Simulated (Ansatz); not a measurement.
Cost and result for the atomization energy of BrGaH3NO (`[NH2][Ga]([OH])[Br]`) (7 atoms, 6 bonds).

Charge 0, multiplicity 1. Correlated methods include outer-core shells of Br, Ga, which these sets cover unevenly. Scalar relativity is left out up to krypton. Geometry: relaxed with PBE0-D4/def2-TZVP. It is one conformer, not always the lowest. Program: Ansatz. All runs use 4 threads of an Intel Xeon 6975P-C on a shared host. Times are those of one run each, without the atoms' runs, and a repeat can differ threefold. Electronic energies, without spin–orbit coupling; frozen cores. CCSD(T)/CBS adds CCSD(T) − MP2 in def2-TZVPP to the MP2 limit, and its time is that of the two runs behind it. T1 = 0.011. With those shells the extrapolation isn't a true limit. B3LYP takes the VWN-RPA correlation (the form of Gaussian; ORCA's B3LYP/G).

CCSD(T)/CBS is a level of theory with its own doubt, some kJ/mol a heavy atom from the limit and from the frozen cores, so smaller differences don't rank the functionals.

| level | functions | wall time | atomization (kJ/mol) | difference from CCSD(T)/CBS | per bond |
| --- | --- | --- | --- | --- | --- |
| LDA (SPW92)/def2-TZVPP | 200 | 0.55 s | 2611.3 | 341.7 | 56.9 |
| revPBE-D4/def2-TZVPP | 200 | 0.85 s | 2204.2 | -65.4 | -10.9 |
| BLYP-D4/def2-TZVPP | 200 | 0.9 s | 2225.2 | -44.4 | -7.4 |
| PBE0-D4/def2-TZVPP | 200 | 1.5 s | 2222.6 | -47.0 | -7.8 |
| BHLYP-D4/def2-TZVPP | 200 | 1.6 s | 2134.9 | -134.7 | -22.4 |
| CAM-B3LYP-D4/def2-TZVPP | 200 | 1.6 s | 2239.8 | -29.8 | -5.0 |
| r2SCAN-D4/def2-TZVPP (with forces) | 200 | 1.9 s | 2246.0 | -23.6 | -3.9 |
| B3LYP-D4/def2-TZVPP (with forces) | 200 | 2.3 s | 2218.2 | -51.4 | -8.6 |
| B2PLYP/def2-TZVPP | 200 | 2.4 s | 2214.6 | -55.0 | -9.2 |
| CCSD(T)/def2-SVP | 107 | 3.3 s | 2070.4 | -199.2 | -33.2 |
| MP2/def2-QZVPP | 382 | 9 s | 2307.9 | 38.3 | 6.4 |
| CCSD(T)/def2-TZVPP | 200 | 24 s | 2195.6 | -74.0 | -12.3 |
| CCSD(T)/CBS(def2) | – | 33 s | 2269.6 | 0.0 | 0.0 |

From PBE to PBE0 (25 % exact exchange), in def2-TZVPP and without D4, the atomization energy moves by −56.6 kJ/mol: exact exchange takes away binding that semilocal exchange gives to molecules. At CCSD(T), def2-SVP lies −199.1 kJ/mol from the extrapolated value and def2-TZVPP −74.0 kJ/mol: correlation converges slowly with the basis, and small sets miss more of it in the bonded molecule than in its fragments. Leaving LDA and LC-ωPBE aside and taking each functional with its dispersion term where it has one, the values, not all of them listed here, spread over 146.4 kJ/mol, from BHLYP-D4 to PBE-D4. LDA lies +344.7 kJ/mol from PBE without D4, its usual overbinding.
